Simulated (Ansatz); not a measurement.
`N#C[SiH2]N[SiH3]` + HBr → `[SiH3]N[SiH2]Br` + `C#N` at 298.15 K and 1 bar (ligand exchange at the Si–C bond).

Isolated molecules relaxed with PBE0-D4/def2-TZVP in Ansatz; ΔE leaves out vibrations. CBS: MP2 limit from def2 TZ/QZ plus the TZ coupled-cluster correction, frozen cores. This one scheme is used for every species. For Br outer-core shells are correlated without core-valence functions, which leaves a few kJ/mol of doubt a bond. Scalar relativity is left out up to krypton. One conformer a species, not always the lowest.

```tsv
species	CCSD(T)/CBS energy (Eh)	H − E (kJ/mol)	S (J/(mol·K))
`N#C[SiH2]N[SiH3]`	-729.26217	200.2	370.8
HBr	-2573.91920	24.6	198.6
`[SiH3]N[SiH2]Br`	-3209.88376	179.3	366.2
`C#N`	-93.32098	52.4	201.2
```

H − E and S are ideal-gas, rigid-rotor, harmonic terms from PBE0-D4/def2-TZVP, for one conformer and one mirror image of each species. 1 Eh = 2625.50 kJ/mol, R = 8.31446 J/(mol·K).

Question: By hand: ΔE, ΔH, ΔS and ΔG.

Answer: ΔE = (-3209.88376) + (-93.32098) − (-729.26217) − (-2573.91920) = -0.02337 Eh = -61.4 kJ/mol. Δ(H − E) = 179.3 + 52.4 − 200.2 − 24.6 = 6.9, so ΔH = -54.5 kJ/mol. ΔS = 366.2 + 201.2 − 370.8 − 198.6 = -2.0 J/(mol·K). ΔG = -54.5 − 298.15 × (-2.0)/1000 = -53.9 kJ/mol.

Question: By hand: the equilibrium constant, and the temperature at which ΔG would vanish if ΔH and ΔS stayed fixed.

Answer: log₁₀ K = −ΔG/(RT ln 10) = 9.4. ΔG = 0 at ΔH/ΔS = 27250 K, far beyond where these terms or the molecules hold.

The number of gas molecules stays the same, so ΔS is small and ΔH decides. A doubt of 5 kJ/mol in ΔE shifts log₁₀ K by 0.9 here. Other conformers and mirror images would add mixing entropy, several J/(mol·K) or more a flexible species. Modes under 60 cm⁻¹, often nearly free rotors, make the harmonic entropy too high. These are equilibria of isolated gas molecules and say nothing of rates. Largest T1 diagnostic: 0.014 (customary marks: 0.02 for closed shells, 0.045 for open ones).
